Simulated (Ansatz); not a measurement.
```yaml
crystal:
  periodic: [false, false, false]
  atoms:
    - {symbol: C, position_ang: [-0.232244, -1.489041, 1.476762]}
    - {symbol: Ti, position_ang: [-0.185328, -0.177715, -0.169159]}
    - {symbol: Cl, position_ang: [-0.766369, -2.201277, -1.317878]}
    - {symbol: C, position_ang: [-2.546181, -0.260756, 0.067791]}
    - {symbol: C, position_ang: [-2.145237, 0.550001, -1.270003]}
    - {symbol: C, position_ang: [-1.235691, 1.689631, -0.807480]}
    - {symbol: C, position_ang: [-1.102230, 1.651827, 0.502823]}
    - {symbol: C, position_ang: [-2.026667, 0.305261, 1.073688]}
    - {symbol: C, position_ang: [2.241942, -1.075878, -0.512014]}
    - {symbol: C, position_ang: [2.192425, -0.106293, 0.814543]}
    - {symbol: C, position_ang: [1.757695, 1.027129, -0.102688]}
    - {symbol: C, position_ang: [1.659054, 0.933888, -1.575388]}
    - {symbol: C, position_ang: [1.776371, -0.572864, -1.341515]}
    - {symbol: H, position_ang: [0.153517, -0.933521, 2.520384]}
    - {symbol: H, position_ang: [-0.779071, -1.775660, 1.791471]}
    - {symbol: H, position_ang: [0.414003, -2.229766, 1.653724]}
    - {symbol: H, position_ang: [-3.008331, -1.171100, 0.027945]}
    - {symbol: H, position_ang: [-2.220599, 0.252565, -2.170503]}
    - {symbol: H, position_ang: [-0.852349, 2.432421, -1.375814]}
    - {symbol: H, position_ang: [-0.533602, 2.211338, 1.101166]}
    - {symbol: H, position_ang: [-2.083463, 0.212570, 2.115907]}
    - {symbol: H, position_ang: [2.457226, -2.008291, -0.179909]}
    - {symbol: H, position_ang: [2.431087, -0.143613, 1.455385]}
    - {symbol: H, position_ang: [1.594347, 1.972458, 0.454009]}
    - {symbol: H, position_ang: [1.122377, 1.328621, -2.104820]}
    - {symbol: H, position_ang: [1.783402, -0.921817, -2.337053]}
basis:
  gaussian: {orbitals: def2-mTZVPP}
magnetization: {spin_polarized: true, initial_magnetization: 0}
hamiltonian: {xc: {name: PBE-QIDH}}
accuracy: high
relax: {f_tol: 0.001, max_steps: 1}
```

```sh
$ ansatz run in.yaml --threads 11 --pin off --events-out ev --progress --plain --max-ram 110592MiB --backend cuda --devices 0, --max-vram 75GiB
```

Question: How does Ansatz answer? (Best estimate.)

Answer: Computed: The calculation stopped without meeting its thresholds.
```
Functional definition: PBE-QIDH
7928 factors; integrals over basis functions are off by at most 2.6e-9 eV
mean field evaluation 1: about -47160.6270 eV, gradient 6.1e1 eV
mean field evaluation 2: about -47161.5430 eV, gradient 6.1e1 eV
mean field evaluation 4: about -47175.9426 eV, gradient 2.7e1 eV
mean field evaluation 8: about -47179.1408 eV, gradient 9.4e-1 eV
mean field evaluation 16: about -47179.1781 eV, gradient 8.0e-3 eV
mean field evaluation 32: about -47179.1781 eV, gradient 5.6e-7 eV
mean field -47179.17811254 eV, -1733.8028164402 hartree, gradient 6.2e-8 eV, S^2 0.000000; 6 other end points of the search recorded, 0 dependent functions left out
21 core orbitals not correlated: weight in the atoms' cores, before any rotation towards them, 1.000 or more for the frozen orbitals, at most 0.000 for the correlated occupied ones
reference -47179.17811414 eV, -1733.8028164990 hartree; 38, 38 occupied and 275, 275 virtual orbitals, 7928 factors
second order -67.38456812 eV of doubles, -0.00000000 eV of singles
relax step   1: F+E_penalty+E_count = -47201.63963524 eV  Δ(F+E_penalty+E_count) = +0.000e0 eV  max|allowed force component| = 5.807e1 eV/Å  Δτ_max = 0.0000 Å  (192 SCF iters, accepted)
Error: geometry relaxation did not converge after 1 steps: max|allowed force component| = 5.81e1 eV/Å (threshold 1.0e-3). Raise `relax.max_steps` over both its present limit and 1, loosen `relax.f_tol`, or start from a geometry closer to equilibrium. Where this run's directory can be resumed (`checkpoint.write`), a resume goes on for up to `relax.max_steps` more
```
